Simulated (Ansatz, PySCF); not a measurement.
Pair of molecules: H2 (SMILES [H][H]) (first 2 atoms) with C4H6 (SMILES C=CC=C); geometry from B3LYP-D3(BJ)/def2-TZVP, rigid monomers moved along the line of their centres of mass till H2···C4 is 2.80 Å.
(charge 0, multiplicity 1):
```xyz
12

H     -0.3978    -0.7720    -0.1385
H     -0.3146    -0.3297     0.4548
C      0.8788     1.4667     2.3474
C     -0.0307     0.7572     3.0177
C      0.0981    -0.6566     3.3205
C     -0.8152    -1.3669     3.9843
H      1.7927     1.0113     1.9838
H      0.7398     2.5194     2.1416
H     -0.9369     1.2443     3.3674
H      1.0039    -1.1440     2.9707
H     -0.6789    -2.4206     4.1865
H     -1.7299    -0.9113     4.3456
```

Monomers are frozen at their geometry in the pair; levels with a basis set take the counterpoise correction.

Frozen-core correlation.

Programs: Ansatz (a first-principles code); PySCF for the dispersion terms. Each number belongs to the level named beside it.

PBE/def2-TZVPPD gives 0.2 kJ/mol for the interaction energy.

Problem. How do the other levels lie against it? Give each less PBE: PBE-D3(BJ)/def2-TZVPPD, r2SCAN/def2-TZVPPD, B3LYP/def2-TZVPPD, wB97M-V/def2-TZVPPD, MP2/aug-cc-pVDZ, CCSD(T)/aug-cc-pVDZ.

Solution. PBE-D3(BJ)/def2-TZVPPD -2.8; r2SCAN/def2-TZVPPD -0.1; B3LYP/def2-TZVPPD 2.7; wB97M-V/def2-TZVPPD -1.6; MP2/aug-cc-pVDZ -0.9; CCSD(T)/aug-cc-pVDZ -0.5 kJ/mol. 1 of 6 lie above PBE; the widest gap is to PBE-D3(BJ)/def2-TZVPPD.
